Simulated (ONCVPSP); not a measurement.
# sulfur (S): ONCV pseudisation with PBE, scalar-relativistic reference atom.

| Item | Value |
| --- | --- |
| Element | sulfur |
| Generator | ONCVPSP 4.0.1 |
| Type | optimised norm-conserving Vanderbilt (ONCV) |
| Functional | PBE |
| Relativity | scalar-relativistic |
| Frozen core | [Ne] |
| Valence charge | 6 |
| Reference configuration | 3s2 3p4 |
| Partial waves | 3s: rc 1.40 bohr, ncon 5, nbas 8, qcut 3.7 1/bohr, 2 projectors, debl 1.6 Ha; 3p: rc 1.40 bohr, ncon 4, nbas 8, qcut 6.1 1/bohr, 2 projectors, debl 3.7 Ha |
| Local potential | polynomial inside 1.35 bohr (lpopt 5, dvloc0 0 Ha) |
| Core correction | Teter function, fcfact 2, rcfact 1.7 |

Results:

```json
{"Cutoffs needed": "41 Ha and 65 Ha (the cutoffs (Ha) at which the residual kinetic energy of the hardest occupied pseudo-wave falls to 1 and 0.1 mHa per electron)", "Ghost test": "no bound ghost flagged; GHOST(+) flagged for s at 166.8 eV", "Largest excitation error": "-13 meV (all-electron minus pseudo) for 3s2 3p0, out of 4 test configurations", "rms error of d²Exc/dni dnj": "1.46 mHa without and 1.63 mHa with the model core"}
```

Generation and tests took about 3.1 s on one core of a shared server CPU.
